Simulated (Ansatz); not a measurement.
Consider the ligand exchange at the Si–C bond: `FC([SiH3])Cl` + `[AsH3]` → `[SiH3][AsH2]` + `FCCl`.

Program: Ansatz. Geometries: PBE0-D4/def2-TZVP. ΔE: electronic, gas phase. CCSD(T)/CBS adds triple-zeta CCSD(T) − MP2 to the extrapolated MP2 energy (def2 sets, frozen cores). This one scheme is used for every species. Functionals use def2-TZVPP. B3LYP here is the variant with VWN-RPA as its local correlation; programs differ in this. For As outer-core shells are correlated without core-valence functions, which leaves a few kJ/mol of doubt a bond. Scalar relativity is left out up to krypton.

```json
{"level": "revPBE-D4", "ΔE (kJ/mol)": "-52.9"}
{"level": "B2PLYP", "ΔE (kJ/mol)": "-51.6"}
{"level": "r2SCAN", "ΔE (kJ/mol)": "-52.7"}
{"level": "B3LYP", "ΔE (kJ/mol)": "-51.4"}
{"level": "r2SCAN0", "ΔE (kJ/mol)": "-56.2"}
{"level": "LC-ωPBE", "ΔE (kJ/mol)": "-53.1"}
{"level": "CCSD(T)/def2-SVP", "ΔE (kJ/mol)": "-45.7"}
{"level": "HF/def2-QZVPP", "ΔE (kJ/mol)": "-54.2"}
```

What does CCSD(T)/CBS give? (Best estimate.)

The calculation gave: -51.6 kJ/mol. The listed levels differ from it by -1.3, 0.0, -1.1, 0.2, -4.6, -1.5, 5.9, -2.6 kJ/mol.

Largest T1 diagnostic among the species: 0.011.

From r2SCAN to r2SCAN0 (25 % exact exchange), in def2-TZVPP and without D4, ΔE moves by −3.5 kJ/mol. Leaving LDA and LC-ωPBE aside and taking each functional with its dispersion term where it has one, the values, not all of them listed here, spread over 10.9 kJ/mol, from PBE-QIDH to BLYP-D4. LDA lies +6.1 kJ/mol from PBE without D4.
